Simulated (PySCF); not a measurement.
## Which basis set comes closest?

Molecule: CF3C(O)NH2 (SMILES C(C(N)=O)(F)(F)F).

Cartesian coordinates in Å; atom numbers follow the order of the lines, from 1:
```xyz
9

N     1.2053   -0.6461   -0.1666
C     0.4827    0.4500    0.1375
O     0.9176    1.5186    0.4866
C    -1.0446    0.2414    0.0482
F    -1.6091    1.2366   -0.6138
F    -1.5635    0.1942    1.2695
F    -1.3593   -0.9069   -0.5747
H     2.2138   -0.5844   -0.1107
H     0.7707   -1.4969   -0.4940
```

Geometry PBE0-D3(BJ)/def2-SVP throughout; GIAO in PySCF 2.14, gas phase, one conformer, non-relativistic; equivalent atoms averaged; functional PBE0.

Reference values (measured; G. Saielli, R. Bini, A. Bagno, Computational 19F NMR. 2. Organic compounds, RSC Adv. 2014, ESI (exp. from Berger-Braun-Kalinowski 1994 and Everett 1995)): δ(F5/F6/F7) = -76.8 ppm vs CFCl3. Computed shifts are taken against CFCl3, calculated as an isolated molecule at each level.

Question: How do the basis sets STO-3G, pcSseg-0, 6-31G, 6-31G*, cc-pVDZ, def2-SVP, pcSseg-1, aug-cc-pVDZ, 6-311+G(2d,p), def2-TZVP, cc-pVTZ, IGLO-III perform against the reference? Times are CPU seconds on shared hosts with different chips, so compare them loosely.

Answer: 
```csv
basis set,functions,F5/F6/F7,abs. error F,core-s
STO-3G,37,-95.7,18.9,2.1
pcSseg-0,67,-95.5,18.7,5.3
6-31G,67,-98.8,22.0,4.1
6-31G*,102,-89.0,12.2,7.3
cc-pVDZ,108,-86.5,9.7,8.3
def2-SVP,108,-74.7,2.1,7.5
pcSseg-1,129,-90.7,13.9,10
aug-cc-pVDZ,179,-82.0,5.2,16
"6-311+G(2d,p)",201,-88.4,11.6,17
def2-TZVP,229,-85.7,8.9,23
cc-pVTZ,238,-86.1,9.3,25
IGLO-III,265,-86.7,9.9,27
```

For 19F the closest is def2-SVP (2.1 ppm) and the furthest 6-31G (22.0 ppm). Where a smaller basis beats a larger one, errors probably cancel. One molecule is a small sample, and vibrational and solvent effects are absent from the calculation.

A small basis that lands close on one nucleus may do so by chance; judge by the trend and by all nuclei.
